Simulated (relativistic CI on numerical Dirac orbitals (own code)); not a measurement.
**One change at a time: Ag²⁵⁺**

Base calculation: Dirac-Coulomb-Breit CI, orbitals from a KLI potential per configuration, model QED (radiative potential, 1s self-energy scaled to tabulated hydrogen-like ionisation energies), unscaled Slater integrals.

Configurations in the expansion (outside the closed core [Ne]): 3s²3p⁶3d⁴, 3s²3p⁵3d⁵, 3s3p⁶3d⁵, 3s²3p⁶3d³4s, 3s²3p⁶3d³4p, 3s²3p⁶3d³4d, 3s²3p⁶3d³4f, 3s²3p⁵3d⁴4s, 3s²3p⁶3d²4s4p, 3s3p⁶3d⁴4s, 3s²3p⁶3d³5s, 3p⁶3d⁶, 3p⁵3d⁷, 3s²3p⁶3d²4s², 3s²3p⁶3d4s²4p, 3s²3p⁶3d4s²4d, 3s²3p⁶3d4s²4f, 3p⁶3d⁵4s, 3p⁵3d⁶4s. Double excitations out of closed p, d and f shells are left out; levels of such configurations are missing from the list, as are those of other unlisted configurations, and high levels can miss mixing partners.

Variants: (1) only the first 3 configurations; (2) non-relativistic limit. Shifts of the energy above 3s²3p⁶3d⁴ ⁵D0, in cm⁻¹, for the lowest level and the first level of each name with at least 55 % of one term (blank where a level changes its place among those of its configuration and J or its character, or is not in the variant):

```
        Level      Base    Δ(1)       Δ(2)
3s²3p⁶3d⁴ ⁵D0       0.0     0.0        0.0
3s²3p⁶3d⁴ ⁵D1   26115.2  -170.1   -26115.2
3s²3p⁶3d⁴ ⁵D2   47742.4  -233.8   -47742.4
3s²3p⁶3d⁴ ⁵D3   63991.7  -231.6   -63991.6
3s²3p⁶3d⁴ ⁵D4   73321.7  -176.6   -73321.7
3s²3p⁶3d⁴ ³H4  115808.4  -301.6   -29216.0
3s²3p⁶3d⁴ ³G3  139057.5  -159.8           
3s²3p⁶3d⁴ ³H5  144289.2  -438.6   -57696.7
3s²3p⁶3d⁴ ³F2  144567.6   +31.4           
3s²3p⁶3d⁴ ³P1  148849.4   +72.0   -54749.7
3s²3p⁶3d⁴ ³H6  155268.1  -494.8   -68675.7
3s²3p⁶3d⁴ ³G4  171651.2  -325.7           
3s²3p⁶3d⁴ ³G5  212788.3  -364.6  -107362.5
3s²3p⁶3d⁴ ¹I6  222628.5  -557.4   -93359.8
```

At this charge energies of transitions that change n are usually good to better than 1 %, and those within a shell (Δn = 0) to a few per cent. Terms inside the open d or f shell come out 10 to 20 % too wide with unscaled integrals.

Ionisation energy from the two ground configurations alone: base 1307.5 eV. The NIST ASD value (theoretical) is 1308 eV.

LS names give the leading component of a level, which can be under half, so a name can repeat, a term be missing and a line seem to break the LS rules.
